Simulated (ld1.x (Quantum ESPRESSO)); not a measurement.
# An all-electron radial function and its pseudo partner (lanthanum (La))

Columns: radius, all-electron u(r) and pseudo u(r) of the 6s shell (level -5.94 eV) of lanthanum in the configuration [Xe] 4f0 5d1 6s1.5 6p0; PBE, scalar-relativistic, TM scheme, ld1.x (Quantum ESPRESSO) 7.5.

```
r (bohr)  all-electron   pseudo
   0.198        0.1157  -0.0112
   0.395       -0.1053  -0.0229
   0.593       -0.1453  -0.0362
   0.790        0.0399  -0.0515
   0.988        0.2082  -0.0701
   1.185        0.2752  -0.0925
   1.383        0.2500  -0.1200
   1.580        0.1649  -0.1532
   1.778        0.0496  -0.1929
   1.975       -0.0723  -0.2387
   2.173       -0.1881  -0.2899
   2.370       -0.2894  -0.3441
   2.568       -0.3740  -0.3985
   2.765       -0.4408  -0.4491
   2.963       -0.4914  -0.4929
   3.160       -0.5270  -0.5266
   3.358       -0.5500  -0.5496
   3.555       -0.5619  -0.5618
   3.753       -0.5644  -0.5644
   3.950       -0.5593  -0.5593
   4.148       -0.5477  -0.5477
   4.345       -0.5311  -0.5311
   4.542       -0.5106  -0.5106
   4.740       -0.4870  -0.4870
   4.938       -0.4615  -0.4615
   5.135       -0.4349  -0.4349
```

(1) How many radial nodes do the two functions have?

(2) At about which radius was the pseudo-wave matched?

(3) Is the pseudo-wave norm-conserving?

Results:

(1) The all-electron 6s function has n − l − 1 = 5 (the table is too coarse to show those close to the nucleus); the pseudo-wave has 0, since the states of the same l below it are removed with the core.

(2) 3.95 bohr. The columns agree to 0.0005 from 3.16 bohr on; several derivatives are matched, so the curves merge somewhat inside the radius.

(3) Yes: the TM scheme keeps the norm inside the radius equal to the all-electron one, which fixes the energy derivative of the logarithmic derivative at the level.
